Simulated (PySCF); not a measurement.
Se(I)(GeH3) (GeH₃ISe), SMILES I[Se][GeH3].

Coordinates come from a B3LYP-D3(BJ)/def2-SVP optimisation. This is a generated structure with no PubChem entry under its InChIKey; it may be hypothetical. The def2 effective core potentials stand for the cores of I; spin–orbit coupling is left out.

The numbers are results of PBE0/def2-TZVPD (PySCF), not measurements.

Isolated molecule, no solvent.

Task: Estimate the frontier levels, gap, dipole moment and polarisability. (An estimate is asked for; the answer gives what the named calculation found.)

Result: 
The highest occupied level is -6.72 eV, the lowest empty level comes out as -2.98 eV and the orbital gap comes out as 3.74 eV. The dipole moment is 0.325 e·Å, the quadrupole, principal values (traceless, Buckingham form, about the centre of nuclear charge) comes out as -5.00, -0.59, 5.59 D·Å and the mean static polarisability is 100.1 bohr³ (14.83 Å³). The polarisability, principal values comes out as 77.4, 93.2, 129.5 bohr³.
